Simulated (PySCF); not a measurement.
All of these have the formula C6H9FSi. Level of theory: TDDFT B3LYP/def2-SVPD, vertical, gas phase, core orbitals frozen in the response in PySCF 2.14.0, density-fitted response routines. Geometries: GFN2-xTB; one conformer of each isolated species. Triplets are in the Tamm–Dancoff approximation. 'Strongest' means the level of largest summed f among the lowest 8 singlets; it needn't be the same kind of state in each.

Problem. Rank by computed lowest singlet excitation energy, lowest first.
A. `C#C[C@@H](C)[C@H]1C[Si@@H]1F`
B. `C1C=C(F)[Si@@H](C=1)CC`
C. `F[C@H]1C[Si@@H](C#CC)C1`
D. `C#C[C@@H]1C[SiH2][C@H](F)C1`
E. `C#C[Si@]1(C)C[C@H](F)C1`

Solution. B (4.07 eV), A (5.56 eV), C (5.72 eV), E (5.93 eV), D (6.52 eV).

| SMILES | S1 (eV) | strongest (eV) | LUMO (eV) | HOMO (eV) | f (strongest) | S1 mainly |
| --- | --- | --- | --- | --- | --- | --- |
| CC[Si@@H]1C=CC=C1F | 4.07 | 6.61 | -1.67 | -6.27 | 0.05 | H→L (98%) |
| C#C[C@@H](C)[C@H]1C[Si@@H]1F | 5.56 | 6.17 | -0.17 | -6.79 | 0.08 | H→L (93%) |
| CC#C[Si@H]1C[C@@H](F)C1 | 5.72 | 6.95 | -0.44 | -7.37 | 0.35 | H-1→L (90%) |
| C#C[Si@]1(C)C[C@H](F)C1 | 5.93 | 6.93 | -0.48 | -7.62 | 0.19 | H-1→L (76%) |
| C#C[C@@H]1C[SiH2][C@H](F)C1 | 6.52 | 6.84 | -0.11 | -7.59 | 0.04 | H-1→L (36%) |

H and L stand for HOMO and LUMO.
